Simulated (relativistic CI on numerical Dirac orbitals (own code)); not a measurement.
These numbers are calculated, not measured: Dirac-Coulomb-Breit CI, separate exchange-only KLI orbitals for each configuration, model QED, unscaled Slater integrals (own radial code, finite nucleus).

Configurations in the expansion: 1s2, 1s 2s, 1s 2p, 1s 3s, 1s 3p, 1s 3d, 1s 4s, 1s 4p, 1s 4d, 1s 4f, 1s 5s, 1s 5p, 1s 5d, 1s 5f, 1s 5g, 1s 6s, 1s 6p, 1s 6d, 2s2. Levels of other configurations are missing.

At this charge energies of transitions that change n are usually good to better than 1 %, and those within a shell (Δn = 0) to a few per cent.

Outline of the computed level scheme of Tb LXIV. Lowest level of each configuration: 1s2 1S_0 at 0.0 eV; 1s 2s 3S_1 at 44597.7 eV; 1s 2p 3P°_1 at 44695.5 eV; 1s 3s 3S_1 at 53131.0 eV; 1s 3p 3P°_1 at 53157.4 eV; 1s 3d 3D_2 at 53428.5 eV; 1s 4s 3S_1 at 56068.7 eV; 1s 4p 3P°_1 at 56079.4 eV; 1s 4d 3D_2 at 56193.2 eV.

Some strong electric-dipole decays among the lowest 27 levels: 1s 2p 1P°_1 → 1s2 1S_0 (1.4e+16 s⁻¹); 1s 2p 3P°_1 → 1s2 1S_0 (6.9e+15 s⁻¹); 1s 3p 1P°_1 → 1s2 1S_0 (3.9e+15 s⁻¹); 1s 3p 3P°_1 → 1s2 1S_0 (1.7e+15 s⁻¹); 1s 4p 1P°_1 → 1s2 1S_0 (1.6e+15 s⁻¹); 1s 3d 3D_3 → 1s 2p 3P°_2 (1.1e+15 s⁻¹); 1s 3d 3D_2 → 1s 2p 3P°_1 (9.9e+14 s⁻¹); 1s 3d 1D_2 → 1s 2p 1P°_1 (9.7e+14 s⁻¹).

LS names give the leading component of a level, which can be under half, so a name can repeat, a term be missing and a line seem to break the LS rules.
